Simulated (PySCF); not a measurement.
methylhydroxycarbene (C2H4O), SMILES C[C]O (connectivity only; charge and spin as stated), neutral, multiplicity 1.

Geometry: r2SCAN-D4/def2-TZVP. A frequency run showed that this geometry is not a minimum. The values are those of a single conformer.

Calculation: PBE/def2-TZVPD in PySCF.

Symmetry labels are those of the subgroup Cs that the program uses (full group Cs).

Problem. List the valence orbital energies around the gap with their symmetry. (The exact figures need the calculation; the answer reports its results.)

Solution. 
| orbital | symmetry | energy (eV) |
|---|---|---|
| HOMO−7 | A' | -18.76 |
| HOMO−6 | A' | -16.06 |
| HOMO−5 | A' | -12.37 |
| HOMO−4 | A" | -11.31 |
| HOMO−3 | A' | -11.02 |
| HOMO−2 | A" | -9.58 |
| HOMO−1 | A' | -9.14 |
| HOMO | A' | -4.93 |
| LUMO | A" | -2.54 |
| LUMO+1 | A' | -0.78 |
| LUMO+2 | A' | 0.20 |
| LUMO+3 | A" | 1.02 |
